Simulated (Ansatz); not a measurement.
CH$_{4}$Cl$_{2}$OSi (SMILES C[Si](O)(Cl)Cl), singlet, geometry from GFN2-xTB; PBE/def2-TZVP (Ansatz, a quantum-chemistry and plane-wave program).

The Ansatz input:
Ansatz 0.2 input:
```yaml
crystal:
  periodic: [false, false, false]
  atoms:
    - {symbol: C, position_ang: [1.95126514, -0.27943992, -0.70285719]}
    - {symbol: Si, position_ang: [0.12744172, -0.19449482, -0.21374437]}
    - {symbol: O, position_ang: [-0.61155997, -1.31767159, -1.11715164]}
    - {symbol: Cl, position_ang: [-0.67556983, 1.62709143, -0.59558997]}
    - {symbol: Cl, position_ang: [-0.14993103, -0.60664912, 1.75143134]}
    - {symbol: H, position_ang: [2.36199611, -1.26231174, -0.49397836]}
    - {symbol: H, position_ang: [2.54436889, 0.45143359, -0.16092430]}
    - {symbol: H, position_ang: [2.07535666, -0.08809197, -1.76410744]}
    - {symbol: H, position_ang: [-1.54750251, -1.50760919, -1.08351591]}
basis:
  gaussian:
    orbitals: def2-TZVP
hamiltonian:
  xc: pbe
```

Problem. What does Ansatz print? Leave out banner, timings and long lists.

Solution. 
```
Functional definition: PBE
1271 factors; their error is unknown
mean field evaluation 1: about -36047.2939 eV, gradient 8.6e1 eV
mean field evaluation 2: about -36002.9442 eV, gradient 1.6e2 eV
mean field evaluation 4: about -36061.0696 eV, gradient 1.3e1 eV
mean field evaluation 8: about -36061.4149 eV, gradient 2.5e-1 eV
mean field evaluation 16: about -36061.3948 eV, gradient 2.3e-4 eV
mean field -36061.39477065 eV, -1325.2318145300 hartree, gradient 4.9e-5 eV, S^2 0.000000; 0 other end points of the search recorded, 0 dependent functions left out
reference -36061.39481142 eV, -1325.2318160282 hartree; 33, 33 occupied and 164, 164 virtual orbitals, 1271 factors
Total energy: -36061.39481142 eV, -1325.2318160282 hartree
```
